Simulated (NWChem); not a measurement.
System meant: CF₂InNO; SMILES [F][In]([N]=C=O)[F]

Here is an NWChem input.

```
start job
memory heap 200 mb stack 900 mb global 1100 mb
geometry units angstroms noautoz
  In    -0.030480     0.549837     0.000000
  F     -1.928468     0.948201     0.000000
  F      1.203671     2.039265     0.000000
  N      0.666212    -1.327716     0.000000
  C      0.292356    -2.479318     0.000000
  O      0.010947    -3.610563     0.000000
end
basis spherical
  In library def2-svp
  F library def2-svp
  N library def2-svp
  C library def2-svp
  O library def2-svp
end
ecp
  In library def2-ecp
end
dft
  xc b3lyp
  iterations 4
  mulliken
end
task dft energy
```

End of the output:

```
    Atom       Charge   Shell Charges
 -----------   ------   -------------------------------------------------------
    1 In  21    20.26   1.37  0.53  0.55  0.25  3.03  2.84  0.87  0.33  9.43  1.06
    2 F    9     9.27   1.98  1.03  0.80  3.18  2.27  0.00
    3 F    9     9.26   1.98  1.03  0.80  3.18  2.27  0.00
    4 N    7     7.24   1.97  0.76  0.48  2.24  1.75  0.04
    5 C    6     5.86   1.96  0.60  0.26  1.77  1.01  0.27
    6 O    8     8.10   1.97  0.92  0.63  2.71  1.83  0.04

 center of mass
 --------------
 x =  -0.00478641 y =   0.11779916 z =   0.00000000

 moments of inertia (a.u.)
 ------------------
        1561.266971924848           0.000000000000           0.000000000000
           0.000000000000         375.110268197304           0.000000000000
           0.000000000000           0.000000000000        1936.377240122152

     Multipole analysis of the density
     ---------------------------------

     L   x y z        total         alpha         beta         nuclear
     -   - - -        -----         -----         ----         -------
     0   0 0 0      0.000000    -30.000000    -30.000000     60.000000

     1   1 0 0      0.102593      0.193080      0.193080     -0.283567
     1   0 1 0      0.115732     14.375139     14.375139    -28.634546
     1   0 0 1     -0.000000     -0.000000     -0.000000      0.000000

     2   2 0 0    -40.927479   -109.613048   -109.613048    178.298617
     2   1 1 0     -0.898218      0.366629      0.366629     -1.631477
     2   1 0 1      0.000000      0.000000      0.000000      0.000000
     2   0 2 0    -45.941424   -390.537021   -390.537021    735.132619
     2   0 1 1     -0.000000     -0.000000     -0.000000      0.000000
     2   0 0 2    -31.619988    -15.809994    -15.809994      0.000000

 ------------------------------------------------------------------------
 dft energy failed                                                                                  0
 ------------------------------------------------------------------------
 ------------------------------------------------------------------------
  current input line :
    26: task dft energy
 ------------------------------------------------------------------------
 ------------------------------------------------------------------------
 This type of error is most commonly associated with calculations not reaching convergence criteria
 ------------------------------------------------------------------------
 For more information see the NWChem manual at https://nwchemgit.github.io

0:dft energy failed:Received an Error in Communication
```

### Question
What is wrong, and how is it mended?

### Answer
Convergence was not reached. Cause: the SCF was allowed too few iterations. This input runs:
```
start job
memory heap 200 mb stack 900 mb global 1100 mb
geometry units angstroms noautoz
  In    -0.030480     0.549837     0.000000
  F     -1.928468     0.948201     0.000000
  F      1.203671     2.039265     0.000000
  N      0.666212    -1.327716     0.000000
  C      0.292356    -2.479318     0.000000
  O      0.010947    -3.610563     0.000000
end
basis spherical
  * library def2-svp
end
ecp
  In library def2-ecp
end
dft
  xc b3lyp
  iterations 150
  mulliken
end
task dft energy
```
It converges to -557.73798 Ha (B3LYP/def2-SVP with def2 effective core potentials on In).
